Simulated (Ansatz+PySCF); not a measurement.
Two shapes of singlet AlCl4(-).

Shape 1:

```xyz
5

Al    0.0000    0.0000    0.0000
Cl    1.2486    1.2486    1.2486
Cl    1.2486   -1.2486   -1.2486
Cl   -1.2486    1.2486   -1.2486
Cl   -1.2486   -1.2486    1.2486
```

Shape 2:

```xyz
5

Al   -0.0487   -0.0071   -0.0089
Cl    1.2104    1.2526    1.2165
Cl    1.2018   -1.2663   -1.2481
Cl   -1.2303    1.2710   -1.2078
Cl   -1.2438   -1.2684    1.2029
```

Basis set: def2-SVP (spherical functions). Frozen core: 25 orbitals. Charge -1, multiplicity 1.

Computed with Ansatz (development build ahead of 0.2.0); each method stands on the lowest determinant of its kind that the runs found.

Problem. Which shape is lower in energy, and by how much in each method?

Solution.

| method | E(2) − E(1) (eV) |
| --- | --- |
| UHF-MP2 | 0.036 |
| RHF-CCSD | 0.041 |
| PBE (restricted) | 0.058 |
| r²SCAN (restricted) | 0.043 |
| ωB97X (unrestricted) | 0.034 |

Shape 1 is lower. Caution: no diffuse functions for an anion.
